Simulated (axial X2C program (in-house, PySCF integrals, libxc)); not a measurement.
Spin–orbit effects down a group: molecules with Li (ions), CCSD

Computed with an in-house all-electron X2C program for linear molecules (integrals from PySCF), spin-free (one-electron X2C) or two-component (2c: spin–orbit coupling with atomic mean-field Coulomb and Gaunt terms, which also bring small scalar terms), in Dyall basis sets with cores contracted in-house; open shells are unrestricted.

Basis sets: Al dyall-v3z, B dyall-v3z, In dyall-cv3z, Li dyall-cv3z, Tl dyall-cv3z. Frozen shells (counts by l): LiB⁺ B 1s, Li 1s, 3 electrons correlated; LiAl⁺ Al 2s1p, Li 1s, 3 electrons correlated; LiIn⁺ In 4s3p1d, Li 1s, 13 electrons correlated; LiTl⁺ Tl 5s4p2d1f, Li 1s, 13 electrons correlated. Coupled cluster in natural virtuals with an MP2 remainder. Where the outer core of a metal is frozen, bonds come out longer and ionisation energies lower. Frozen cores can differ along the series, which adds to the trend.

| molecule | spin-free state | Re (Å) | ωe (cm⁻¹) | De (eV) | 2c state | Re 2c (Å) | ωe 2c (cm⁻¹) | De 2c (eV) |
| --- | --- | --- | --- | --- | --- | --- | --- | --- |
| LiB⁺ | M_S = 1/2, Λ = 0 | 2.493 | 327.7 | 0.79 | Ω = 1/2 | 2.494 | 327.8 | 0.79 |
| LiAl⁺ | M_S = 1/2, Λ = 0 | 3.044 | 234.8 | 1.16 | Ω = 1/2 | 3.044 | 234.7 | 1.15 |
| LiIn⁺ | M_S = 1/2, Λ = 0 | 3.212 | 196.8 | 1.24 | Ω = 1/2 | 3.206 | 196.6 | 1.08 |
| LiTl⁺ | M_S = 1/2, Λ = 0 | 3.298 | 181.3 | 1.23 | Ω = 1/2 | 3.195 | 181.1 | 0.81 |

(1) Work out the shifts from the spin-free to the two-component result.

Fragments in 2c: B + Li+, Al + Li+, In + Li+, Tl + Li+. Each entry is the lowest single determinant of a limited PBE0 search at one distance. De goes to single-determinant-based atoms at the same level (for ions the charge split of lowest energy) and is withheld (n/a) where an atom does not fit its ground term or J level. Main or longest-lived isotopes.

## Answers

(1) 

```tsv
molecule	2c state	ΔRe (Å)	Δωe (cm⁻¹)	ΔDe (eV)
LiB⁺	Ω = 1/2	0.001	0.1	0.00
LiAl⁺	Ω = 1/2	0.000	-0.1	-0.01
LiIn⁺	Ω = 1/2	-0.006	-0.2	-0.16
LiTl⁺	Ω = 1/2	-0.103	noise	n/a
```

Shifts of one unit in the last digit are rounding. Where the truncated virtual spaces of the two runs make Δωe unreliable it is marked noise.
